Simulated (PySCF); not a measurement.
# Reading the logs of faulty runs: Cl2H2Si2

Calculated results; nothing here was measured. The program is PySCF 2.14.0, an open-source quantum chemistry code, run on an isolated molecule that a program drew, which may never have been made. The molecule is Cl2H2Si2 (charge 0, singlet), drawn as the SMILES string `Cl[Si][SiH2]Cl`.

Each row is a Hartree-Fock (HF) and frozen-core CCSD(T) single point in the cc-pV(D+d)Z basis, meant for a local HF minimum. Run 1 is clean. Each other run has one planted mistake out of seven kinds, and not every kind appears here: one electron removed, one electron added, multiplicity raised by two, geometry at a saddle point, minimal basis STO-3G, one bond length entered in bohr, all coordinates scaled. The reference is restricted for singlets and unrestricted otherwise, and also for a bond in bohr. Adding or removing an electron swaps singlet and doublet. Electrons count all cores. HOMO and LUMO are orbital energies over both spins, the gradient is its largest component, and the lowest frequency (negative if imaginary) is given only where the gradient is small. Bond lengths are over the 5 bonds as drawn. T1 is the CCSD diagnostic: over 0.02 (restricted) or 0.045 (unrestricted) a single reference is doubtful.

Geometry of the clean run:
```xyz
6
Cl2H2Si2, angstrom
Cl    1.1808    0.1257    0.5054
Si   -0.4160    0.7632   -0.7215
Si   -1.4432   -1.4334   -0.7868
Cl   -3.1780   -1.3558   -1.9488
H    -1.8354   -1.8836    0.5648
H    -0.5422   -2.4298   -1.4023
```

| run | electrons | basis functions | <S^2> | HOMO (eV) | LUMO (eV) | gradient (hartree/bohr) | lowest frequency (cm^-1) | mean bond (Å) | longest bond (Å) | T1 | HF (hartree) | CCSD(T) (hartree) | mistake |
|---|---|---|---|---|---|---|---|---|---|---|---|---|---|
| 1 | 64 | 102 | 0.000 | -9.03 | -0.32 | 3.2e-05 | 43 | 1.9165 | 2.426 | 0.0138 | -1498.09655 | -1498.61397 | no fault |
| 2 | 64 | 102 | 0.999 | -8.09 | -0.04 | 4.6e-03 | - | 2.3482 | 4.584 | 0.0164 | -1498.03998 | -1498.53209 | one bond length entered in bohr |
| 3 | 64 | 102 | 0.000 | -9.17 | -0.46 | 1.4e-02 | - | 1.9644 | 2.486 | 0.0143 | -1498.09336 | -1498.61157 | all coordinates scaled |
| 4 | 65 | 102 | 0.771 | -2.04 | 6.84 | 3.2e-02 | - | 1.9165 | 2.426 | 0.0131 | -1498.13931 | -1498.65911 | one electron added |
| 5 | 64 | 38 | 0.000 | -6.95 | 3.82 | 3.2e-02 | - | 1.9165 | 2.426 | 0.0098 | -1481.60460 | -1481.70853 | minimal basis STO-3G |
| 6 | 64 | 102 | 2.014 | -8.46 | -0.71 | 2.3e-02 | - | 1.9165 | 2.426 | 0.0203 | -1498.07399 | -1498.57215 | ? |

**Which mistake was planted in run 6, and what did it cost?**

Electrons, basis and geometry are unchanged, and <S^2> is 2.014, beside S(S+1) = 2.00 for a multiplicity of 3. So the mistake is: multiplicity raised by two. Subtracting run 1 and multiplying by 627.51 kcal/mol a hartree, the energy moved by 14.2 kcal/mol in HF and 26.2 kcal/mol in CCSD(T).

